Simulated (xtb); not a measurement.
SbF4, SMILES [F][Sb+]([F])([F])[F], charge +1. All values are semi-empirical tight-binding results from xtb (GFN2-xTB unless named), good for trends rather than for accurate numbers. Geometry: GFN2-xTB. The multiplicity is an assumed one; other spin states were not compared. The isomer is the one that the SMILES or the coordinates give; other isomers of the formula were not compared.

The geometry has at least one imaginary mode, so it is a saddle point at that level.

For metal compounds this method's bond lengths and energies can be far off.

| Item | Value |
|---|---|
| point group as xtb finds it | D2d |
| orbital gap | 4.27 eV |
